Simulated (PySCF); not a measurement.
C₃H₉BN₂. Atoms are numbered in the order given.

```xyz
15

C      2.1729    -1.3087    -0.0395
C      1.5865    -0.1316     0.2575
C      0.5668     0.5803    -0.5754
B     -0.9374     0.3702    -0.0337
N     -1.2459    -0.8459     0.6297
N     -1.9085     1.3876    -0.2558
H      1.9752    -1.8218    -0.9965
H      2.8807    -1.7927     0.6516
H      1.8244     0.3361     1.2319
H      0.5982     0.2068    -1.6236
H      0.7893     1.6692    -0.6163
H     -2.1657    -1.1085     0.9788
H     -0.5182    -1.5424     0.7907
H     -2.8885     1.3141     0.0133
H     -1.6854     2.2567    -0.7353
```
Charge 0, spin multiplicity 1.

Geometry optimised at PBE-D3(BJ)/def2-SVP. This is a generated structure with no PubChem entry under its InChIKey; it may be hypothetical. One conformer was computed; it need not be the lowest.

Method: PBE-D3(BJ)/def2-SVP in PySCF.

No scaling factor is applied to the harmonic values.

Problem. Estimate the vibrational spectrum. (An estimate is asked for; the answer gives what the named calculation found.)

Solution. 
```tsv
mode	ν (cm⁻¹)	IR (km/mol)	moving atoms (share of kinetic energy)
1	60	1.1	N 36 %, C 34 %, H 29 %
2	91	0.1	C 52 %, H 30 %, N 17 %
3	212	0.3	H 43 %, C 31 %, N 22 %
4	284	68.6	H 80 %, N 20 %
5	314	0.3	N 39 %, H 29 %, C 24 %, B 9 %
6	359	230.7	H 86 %, N 12 %
7	378	9.7	H 43 %, N 30 %, C 15 %, B 12 %
8	402	0.9	H 57 %, C 34 %
9	449	5.4	H 96 %
10	498	5.3	H 42 %, B 39 %, C 10 %, N 9 %
11	604	1.4	H 83 %, B 11 %
12	624	6.4	H 50 %, C 28 %, N 13 %, B 9 %
13	767	3.2	H 46 %, C 36 %, N 16 %
14	800	3.8	H 57 %, C 24 %, B 14 %
15	841	3.3	H 65 %, N 20 %, C 13 %
16	870	36.8	H 71 %, C 28 %
17	902	11.6	H 53 %, N 45 %
18	930	1.0	H 56 %, C 42 %
19	992	9.6	H 89 %, C 11 %
20	1034	5.2	H 68 %, C 29 %
21	1138	1.3	H 66 %, C 24 %
22	1180	3.3	H 62 %, C 36 %
23	1268	6.7	H 77 %, C 19 %
24	1276	138.4	B 54 %, H 23 %, C 14 %, N 10 %
25	1360	3.2	H 89 %, C 10 %
26	1392	49.3	H 63 %, B 30 %
27	1393	29.9	H 66 %, B 18 %, C 15 %
28	1534	72.6	H 80 %, N 16 %
29	1554	266.1	H 54 %, N 25 %, B 21 %
30	1659	26.1	C 88 %, H 12 %
31	2957	21.0	H 95 %
32	3011	12.7	H 91 %, C 9 %
33	3055	22.0	H 93 %
34	3064	3.6	H 93 %
35	3160	14.2	H 89 %, C 11 %
36	3516	28.4	H 96 %
37	3534	13.8	H 96 %
38	3624	29.3	H 91 %, N 9 %
39	3637	15.0	H 91 %, N 9 %
```
